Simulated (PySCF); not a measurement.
PySCF input file for N-silylprop-2-yn-1-amine (C3H7NSi), SMILES C#CCN[SiH3], PBE-D3(BJ)/def2-SVP. Geometry: PBE-D3(BJ)/def2-SVP. The values are those of a single conformer.

```python
import numpy as np
from pyscf import gto, scf, dft, df
from pyscf.hessian import thermo

mol = gto.M(
    atom='''
    C     2.18800063    1.60641160    0.35339123
    C     1.58204905    0.55188832    0.48411203
    C     0.83012168   -0.70906716    0.58871103
    N    -0.18405834   -0.91742777   -0.44116822
    Si   -1.74827858   -0.12271143   -0.38718711
    H     2.72139969    2.54022221    0.24442964
    H     0.33520559   -0.75157237    1.58514144
    H     1.55119656   -1.55831544    0.58589181
    H     0.23030999   -1.02032682   -1.37287803
    H    -2.34293801   -0.41474249    0.96387962
    H    -2.57802256   -0.72904090   -1.48401127
    H    -1.75387096    1.37833358   -0.57094197
    ''',
    basis='def2-SVP',
    charge=0,
    spin=0,
    max_memory=1600,
    verbose=3,
)
mf = dft.RKS(mol, xc='pbe').density_fit(auxbasis='def2-universal-jkfit')
mf.disp = 'd3bj'
mf.grids.level = 3
mf.conv_tol = 1e-11
mf.max_cycle = 100
mf.kernel()

# [left out here: the lines that compute and print the analytic Hessian (its translational invariance restored by hand, since the grid's response is missing), thermochemistry and intensities]
```

Output:

```
converged SCF energy = -462.111209688766

WARN: DFTD3 does not support analytical Hessian, using finite difference


WARN: Mole.unit (angstrom) is changed to Bohr

Mode                                 0                   1                   2
Irrep
Freq [cm^-1]                       56.3623            109.7862            203.4195
Reduced mass [au]                   3.3690              1.1384              2.5394
Force const [Dyne/A]                0.0063              0.0081              0.0619
Char temp [K]                      81.0929            157.9579            292.6754
Normal mode                   x     y     z       x     y     z       x     y     z
       0   C                 0.15 -0.03  0.01   -0.04 -0.00 -0.07    0.06  0.04  0.09
       1   C                 0.05  0.02  0.01   -0.02 -0.01  0.01    0.02  0.04 -0.10
       2   C                -0.03  0.07  0.02   -0.01 -0.01  0.04    0.05  0.02 -0.05
       3   N                 0.01  0.09 -0.02    0.01 -0.02  0.02   -0.06 -0.08  0.08
       4  Si                -0.07 -0.07 -0.01    0.02  0.01  0.01   -0.03  0.00 -0.02
       5   H                 0.23 -0.08  0.00   -0.06  0.00 -0.12    0.09  0.04  0.22
       6   H                -0.08  0.12 -0.00   -0.02  0.00  0.03    0.18  0.02  0.01
       7   H                -0.07  0.04  0.08   -0.00 -0.01  0.06    0.08  0.05 -0.12
       8   H                 0.03  0.14 -0.02    0.03  0.06  0.02   -0.16 -0.30  0.06
       9   H                -0.09 -0.23 -0.05   -0.27 -0.39 -0.21   -0.24  0.00 -0.11
      10   H                 0.03 -0.05 -0.09    0.23  0.38 -0.35    0.09  0.07 -0.14
      11   H                -0.21 -0.05  0.12    0.12  0.07  0.49    0.08  0.01  0.04
Mode                                 3                   4                   5
Irrep
Freq [cm^-1]                      240.3646            323.0043            486.7580
Reduced mass [au]                   3.1724              2.3656              1.2769
Force const [Dyne/A]                0.1080              0.1454              0.1782
Char temp [K]                     345.8311            464.7312            700.3363
Normal mode                   x     y     z       x     y     z       x     y     z
       0   C                -0.06  0.02 -0.04    0.07 -0.04 -0.05    0.00  0.01 -0.02
       1   C                 0.10 -0.07  0.05   -0.13  0.09  0.12    0.02  0.01  0.09
       2   C                 0.09 -0.06  0.02    0.04 -0.02 -0.02   -0.03  0.01 -0.04
       3   N                -0.00  0.10  0.07   -0.01 -0.02  0.02   -0.01  0.05 -0.04
       4  Si                -0.05  0.01 -0.03   -0.01  0.00 -0.01    0.02 -0.01  0.01
       5   H                -0.17  0.08 -0.09    0.17 -0.11 -0.14   -0.01  0.01 -0.10
       6   H                 0.19 -0.15  0.06    0.16 -0.35  0.02   -0.07 -0.02 -0.05
       7   H                 0.05 -0.09 -0.16    0.21  0.12 -0.30   -0.06 -0.01 -0.04
       8   H                -0.05  0.02  0.06   -0.02  0.09  0.00   -0.14 -0.84  0.01
       9   H                -0.16  0.03 -0.08   -0.05  0.04 -0.02    0.06 -0.05  0.02
      10   H                 0.11 -0.12 -0.09    0.02 -0.02 -0.02   -0.01  0.02  0.01
      11   H                -0.17 -0.00 -0.13    0.02 -0.00 -0.06   -0.02  0.00  0.11
Mode                                 6                   7                   8
Irrep
Freq [cm^-1]                      532.0143            638.0324            660.3441
Reduced mass [au]                   3.9183              1.2438              1.3611
Force const [Dyne/A]                0.6534              0.2983              0.3497
Char temp [K]                     765.4501            917.9866            950.0881
Normal mode                   x     y     z       x     y     z       x     y     z
       0   C                -0.02 -0.07  0.02   -0.09  0.06  0.07    0.05 -0.01  0.07
       1   C                -0.13 -0.01 -0.13    0.03 -0.02 -0.02   -0.02  0.01 -0.04
       2   C                 0.00 -0.02  0.03    0.00 -0.00 -0.01    0.04 -0.02  0.04
       3   N                 0.03  0.12  0.04   -0.00 -0.00 -0.00    0.02 -0.05  0.01
       4  Si                 0.05 -0.00  0.01    0.00 -0.00  0.00   -0.03  0.04 -0.03
       5   H                 0.05 -0.10  0.12    0.61 -0.41 -0.50   -0.26  0.11 -0.44
       6   H                 0.05 -0.02  0.05    0.01 -0.02  0.00    0.05 -0.02  0.05
       7   H                 0.02 -0.00 -0.03    0.00  0.00 -0.03    0.06  0.01  0.02
       8   H                -0.01 -0.17  0.06   -0.01  0.01 -0.00    0.10 -0.10  0.05
       9   H                 0.01 -0.06 -0.01   -0.01  0.00 -0.00    0.35 -0.24  0.08
      10   H                 0.23 -0.16 -0.04    0.02 -0.01 -0.00   -0.16  0.02  0.08
      11   H                -0.21 -0.01 -0.03    0.00 -0.00 -0.01   -0.38  0.06  0.20
Mode                                 9                  10                  11
Irrep
Freq [cm^-1]                      664.9154            680.6351            765.4796
[...]
Freq [cm^-1]                     1189.0531           1303.2816           1364.6334
Reduced mass [au]                   1.0821              1.2883              1.2878
Force const [Dyne/A]                0.9014              1.2893              1.4129
Char temp [K]                    1710.7826           1875.1321           1963.4036
Normal mode                   x     y     z       x     y     z       x     y     z
       0   C                 0.00 -0.00 -0.00   -0.01 -0.01  0.00   -0.00 -0.00  0.00
       1   C                -0.03  0.02  0.03   -0.02  0.01 -0.02    0.00 -0.00 -0.01
       2   C                 0.01 -0.01 -0.01    0.08  0.09  0.04    0.07  0.02 -0.02
       3   N                -0.03 -0.01 -0.04    0.03 -0.03  0.01   -0.11  0.02 -0.00
       4  Si                 0.00 -0.00  0.01   -0.01  0.00 -0.00    0.01 -0.01  0.01
       5   H                 0.02 -0.01 -0.02    0.00 -0.02  0.01   -0.00 -0.01  0.00
       6   H                 0.46  0.41  0.23   -0.29 -0.30 -0.16   -0.34 -0.21 -0.24
       7   H                -0.36 -0.31 -0.20   -0.54 -0.42 -0.27    0.10  0.04  0.15
       8   H                 0.42 -0.04  0.16   -0.13  0.00 -0.07    0.63 -0.06  0.33
       9   H                -0.05  0.04 -0.01    0.01 -0.02  0.01   -0.04  0.02 -0.01
      10   H                 0.05 -0.02 -0.01    0.00 -0.00 -0.01    0.03 -0.00 -0.01
      11   H                 0.00 -0.00 -0.01    0.03  0.01 -0.01    0.01 -0.01 -0.01
Mode                                21                  22                  23
Irrep
Freq [cm^-1]                     1384.1518           2118.0860           2156.4116
Reduced mass [au]                   1.0686              1.0434              5.9571
Force const [Dyne/A]                1.2062              2.7580             16.3209
Char temp [K]                    1991.4862           3047.4542           3102.5962
Normal mode                   x     y     z       x     y     z       x     y     z
       0   C                -0.00 -0.00 -0.00   -0.00 -0.00  0.00    0.08  0.14 -0.02
       1   C                 0.00 -0.00  0.00    0.00  0.01 -0.00   -0.11 -0.19  0.02
       2   C                 0.01 -0.05  0.05   -0.00 -0.00 -0.00    0.02  0.03 -0.00
       3   N                 0.01 -0.00  0.01    0.00 -0.00  0.00    0.00  0.00  0.00
       4  Si                -0.00  0.00  0.00   -0.00 -0.03  0.01    0.00 -0.00 -0.00
       5   H                -0.00 -0.00  0.00   -0.00 -0.01  0.00    0.15  0.26 -0.03
       6   H                -0.43  0.51 -0.16    0.00 -0.00 -0.00    0.00  0.02 -0.00
       7   H                 0.19  0.13 -0.63    0.00  0.00  0.00    0.01  0.01 -0.01
       8   H                 0.02 -0.01  0.01    0.00 -0.00 -0.00   -0.00 -0.00 -0.00
       9   H                -0.01 -0.00  0.00    0.02 -0.00 -0.05   -0.01 -0.01  0.02
      10   H                 0.00  0.00 -0.00    0.01 -0.00  0.02    0.01  0.01  0.01
      11   H                 0.01  0.00 -0.01    0.00  0.97 -0.12    0.00  0.04 -0.01
Mode                                24                  25                  26
Irrep
Freq [cm^-1]                     2163.5231           2178.1933           2941.9685
Reduced mass [au]                   1.0312              1.0486              1.0617
Force const [Dyne/A]                2.8438              2.9314              5.4142
Char temp [K]                    3112.8281           3133.9352           4232.8376
Normal mode                   x     y     z       x     y     z       x     y     z
       0   C                -0.00 -0.00  0.00   -0.00 -0.00  0.00   -0.00 -0.00  0.00
       1   C                 0.00  0.00 -0.00    0.00  0.00 -0.00    0.00  0.00  0.00
       2   C                -0.00 -0.00 -0.00   -0.00 -0.00  0.00   -0.02  0.05 -0.04
       3   N                 0.00 -0.00 -0.00   -0.00 -0.00 -0.00   -0.00 -0.00 -0.00
       4  Si                 0.02  0.01 -0.02   -0.01 -0.01 -0.03    0.00 -0.00 -0.00
       5   H                -0.00 -0.01  0.00   -0.00 -0.01  0.00   -0.00 -0.01  0.00
       6   H                 0.01 -0.00  0.00    0.00 -0.00  0.00   -0.26 -0.01  0.50
       7   H                 0.00  0.00  0.00   -0.00 -0.00  0.00    0.51 -0.60 -0.02
       8   H                 0.01  0.00  0.00   -0.00  0.00 -0.00    0.00 -0.00 -0.01
       9   H                -0.36 -0.18  0.82   -0.15 -0.08  0.31   -0.00  0.00  0.00
      10   H                -0.20 -0.14 -0.27    0.50  0.37  0.66   -0.00  0.00  0.00
      11   H                 0.00  0.07 -0.02   -0.00 -0.01 -0.02   -0.00  0.00 -0.00
Mode                                27                  28                  29
Irrep
Freq [cm^-1]                     2986.4823           3406.4548           3492.1765
Reduced mass [au]                   1.1025              1.1585              1.0746
Force const [Dyne/A]                5.7936              7.9203              7.7213
Char temp [K]                    4296.8831           4901.1301           5024.4644
Normal mode                   x     y     z       x     y     z       x     y     z
       0   C                -0.00 -0.00 -0.00   -0.05 -0.09  0.01   -0.00 -0.00  0.00
       1   C                 0.00 -0.00 -0.00    0.01  0.02 -0.00   -0.00  0.00 -0.00
       2   C                 0.06 -0.03 -0.06   -0.00 -0.00 -0.00   -0.00 -0.00  0.00
       3   N                -0.00  0.00  0.00    0.00 -0.00 -0.00   -0.03  0.01  0.06
       4  Si                -0.00 -0.00 -0.00   -0.00  0.00 -0.00    0.00 -0.00  0.00
       5   H                -0.00 -0.00 -0.00    0.46  0.80 -0.09    0.00  0.00 -0.00
       6   H                -0.35 -0.03  0.70   -0.00 -0.00  0.00    0.01 -0.00 -0.01
       7   H                -0.34  0.42  0.00    0.00 -0.00  0.00    0.00 -0.00 -0.00
       8   H                 0.01  0.00 -0.01   -0.00  0.00  0.00    0.39 -0.11 -0.87
       9   H                -0.00  0.00  0.00    0.00 -0.00 -0.00    0.00  0.00 -0.00
      10   H                -0.00  0.00  0.00    0.00 -0.00  0.00   -0.00  0.00 -0.00
      11   H                 0.00  0.00  0.00    0.00 -0.00  0.00    0.00 -0.00  0.00
temperature 298.1500 [K]
pressure 101325.00 [Pa]
Rotational constants [GHz] 8.83375 2.00960 1.76707
Symmetry number 1
Zero-point energy (ZPE) 0.08605 [Eh]   225931.589 [J/mol]
                           tot       elec      trans        rot        vib
Entropy [J/mol/K]       346.312      0.000    164.180    111.837     70.296
Cv [J/mol/K]            105.230      0.000     12.472     12.472     80.287
Cp [J/mol/K]            113.544      0.000     20.786     12.472     80.287
Internal energy [J/mol]                      3718.434   3718.434 237343.872
Internal energy [Eh]   -462.01798  -462.11121
Enthalpy [J/mol]                             6197.391   3718.434 237343.872
Enthalpy [Eh]          -462.01703
Gibbs free energy [J/mol]                  -42752.793 -29625.779 216385.260
Gibbs free energy [Eh] -462.05636
mode   freq/cm-1   IR/(km/mol)
   1       56.36         0.095
   2      109.79         0.720
   3      203.42         1.872
   4      240.36         1.976
   5      323.00         4.488
   6      486.76        89.716
   7      532.01        29.374
   8      638.03        36.706
   9      660.34        42.746
  10      664.92        20.523
  11      680.64        43.797
  12      765.48        27.997
  13      872.04        91.167
  14      916.44        16.491
  15      932.76       137.351
  16      946.59       141.760
  17      949.16         3.817
  18     1110.30        91.285
  19     1189.05        14.922
  20     1303.28        19.179
  21     1364.63        35.883
  22     1384.15         5.996
  23     2118.09       131.168
  24     2156.41         0.889
  25     2163.52        85.049
  26     2178.19       120.849
  27     2941.97        28.522
  28     2986.48         5.990
  29     3406.45        65.230
  30     3492.18        15.748
max |gradient| / (hartree/bohr): 4.716311421859603e-05
APT charges: [-0.3003 -0.0859  0.4528 -0.7932  1.2021  0.2047 -0.004  -0.0416  0.1424
 -0.2431 -0.2444 -0.2894]
```

The run converged.
